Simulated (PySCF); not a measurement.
AlFH₅NO₂Si, SMILES [OH][Al]([OH])[NH][SiH2]F. Geometry: PBE-D3(BJ)/def2-SVP. The structure was generated by enumeration; whether it is a known compound was not checked. The values are those of a single conformer.

Computed equilibrium geometry at PBE-D3(BJ)/def2-SVP (PySCF confirms it by a frequency run) as bond lengths and angles (one conformer of several):
Atoms: Si1 F2 N3 Al4 O5 O6 H7 H8 H9 H10 H11. Bond lengths (Å): Si1–F2 1.644, Si1–N3 1.725, Si1–H7 1.502, Si1–H8 1.499, N3–Al4 1.804, N3–H9 1.027, Al4–O5 1.710, Al4–O6 1.712, O5–H10 0.969, O6–H11 0.970. Bond angles (°): F2–Si1–N3 112.8, F2–Si1–H7 106.7, F2–Si1–H8 105.7, N3–Si1–H7 107.1, N3–Si1–H8 111.9, H7–Si1–H8 112.6, Si1–N3–Al4 127.8, Si1–N3–H9 115.9, Al4–N3–H9 116.2, N3–Al4–O5 116.2, N3–Al4–O6 123.0, O5–Al4–O6 120.8, Al4–O5–H10 121.7, Al4–O6–H11 123.2.
